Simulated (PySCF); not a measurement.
Molecule: `BC(C)(C)CC`, C$_{5}$H$_{13}$B.

Mapped SMILES: `[BH2:1][C:2]([CH3:3])([CH3:4])[CH2:5][CH3:6]`. Hydrogens are named by the atom that carries them.

Geometry PBE0-D3(BJ)/def2-SVP throughout; GIAO in PySCF, gas phase, one conformer, non-relativistic; equivalent atoms averaged; basis pcSseg-1.

**Question.** How do the absolute shieldings σ depend on the functional? (ppm; last column core-seconds on shared hosts with different chips, so compare them loosely; the GGAs took longer than the global hybrids here, which isn't the general rule, and the cause wasn't traced)

**Answer.** 
```csv
functional,kind,B1,C5,C2,C3/C4,C6,H(B1),H(C6),H(C5),H(C3)/H(C4),core-s
HF,Hartree–Fock,38.1,160.8,166.3,169.9,179.7,25.11,30.57,30.72,30.92,8.8
LDA,LDA,0.0,144.3,138.7,158.6,170.9,22.99,29.72,29.49,29.95,25
PBE,GGA,10.8,143.9,141.3,157.7,168.6,23.75,30.07,29.87,30.31,32
BLYP,GGA,9.1,137.9,135.9,152.4,163.2,24.15,30.21,30.03,30.47,30
BP86,GGA,13.0,143.6,140.8,157.3,168.0,23.89,30.14,29.95,30.37,30
OPBE,GGA,24.1,151.3,150.7,164.0,173.7,23.94,30.13,29.91,30.34,31
KT2,GGA,22.2,147.8,145.0,161.7,171.6,23.93,30.05,29.86,30.30,24
KT3,GGA,26.3,147.1,146.7,160.8,170.1,24.37,30.20,30.00,30.44,23
B97-D,GGA,22.2,143.3,142.7,156.8,166.9,24.40,30.26,30.09,30.50,24
B3LYP,global hybrid,14.1,143.6,143.0,156.8,167.5,24.28,30.25,30.15,30.53,14
PBE0,global hybrid,18.1,150.3,149.5,162.7,173.3,24.02,30.16,30.05,30.42,19
mPW1PW91,global hybrid,18.6,149.6,149.1,161.8,172.2,24.13,30.21,30.12,30.47,15
WP04,global hybrid,19.1,137.2,136.5,149.8,159.0,25.40,30.49,30.39,30.71,17
B97-2,global hybrid,23.7,149.6,150.0,161.8,172.0,24.36,30.26,30.16,30.52,18
BHandHLYP,global hybrid,21.9,150.5,152.1,162.1,172.6,24.54,30.33,30.32,30.63,18
CAM-B3LYP,range-separated hybrid,11.9,148.2,147.9,160.5,171.5,24.11,30.20,30.14,30.49,25
wB97X-D,range-separated hybrid,22.9,150.9,151.7,162.4,173.1,24.36,30.28,30.23,30.55,25
LC-wPBE,range-separated hybrid,14.1,157.1,157.2,167.5,178.1,23.99,30.24,30.21,30.51,35
```

**Question.** Which nucleus moves most, in ppm?

**Answer.** B1 (boron bonded to C, 2 H): from 0.0 ppm with LDA to 38.1 ppm with HF. The smallest spread is 0.85 ppm, at H(C6). Proton shifts span only some 12 ppm, so a few tenths of a ppm matter as much there as several ppm in carbon.
